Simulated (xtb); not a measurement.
xtb input (GFN2-xTB):

```bash
xtb mol.xyz --gfn 2 --ohess tight --chrg -1 --uhf 0
```
mol.xyz:
```
4

Si     0.00551116    -0.41784075     0.35416839
Br    -1.86698964     0.87331570     0.29635540
Br     1.88357938     0.86237660     0.21237386
H      0.00684883    -1.29191461    -0.81668921
```

End of the output:

```
   ------------------------------------------------------------------------
       1     66.92    -1.26477 ( 76.24%)    -0.97004 ( 23.76%)    -1.19473
       2    236.99    -0.54423 ( 99.80%)    -0.59555 (  0.20%)    -0.54433
       3    255.21    -0.50515 ( 99.85%)    -0.57361 (  0.15%)    -0.50525
   ------------------------------------------------------------------------

   temp. (K)  partition function   enthalpy   heat capacity  entropy
                                   cal/mol     cal/K/mol   cal/K/mol   J/K/mol
 298.15  VIB   8.03                 1256.271      6.898      8.119
         ROT  0.348E+06              888.752      2.981     28.339
         INT  0.279E+07             2145.024      9.879     36.458
         TR   0.251E+28             1481.254      4.968     41.595
         TOT                        3626.2777    14.8472    78.0527   326.5724

       T/K    H(0)-H(T)+PV         H(T)/Eh          T*S/Eh         G(T)/Eh
   ------------------------------------------------------------------------
    298.15    0.577884E-02    0.148518E-01    0.370853E-01   -0.222336E-01
   ------------------------------------------------------------------------

         :::::::::::::::::::::::::::::::::::::::::::::::::::::
         ::                  THERMODYNAMIC                  ::
         :::::::::::::::::::::::::::::::::::::::::::::::::::::
         :: total free energy         -10.717652981553 Eh   ::
         ::.................................................::
         :: total energy              -10.695419386193 Eh   ::
         :: zero point energy           0.009072911679 Eh   ::
         :: G(RRHO) w/o ZPVE           -0.031306507039 Eh   ::
         :: G(RRHO) contrib.           -0.022233595360 Eh   ::
         :::::::::::::::::::::::::::::::::::::::::::::::::::::

optimized geometry written to: xtbopt.xyz

           -------------------------------------------------
          | TOTAL ENERGY              -10.695419386193 Eh   |
          | TOTAL ENTHALPY            -10.680567633208 Eh   |
          | TOTAL FREE ENERGY         -10.717652981553 Eh   |
          | GRADIENT NORM               0.000036916645 Eh/α |
          | HOMO-LUMO GAP               3.457583319055 eV   |
           -------------------------------------------------

------------------------------------------------------------------------
------------------------------------------------------------------------
 total:
 SCF:
 ANC optimizer:
 analytical hessian:
```

It need not be the lowest isomer of its formula. Whether it binds its extra electron was not tested at this geometry.
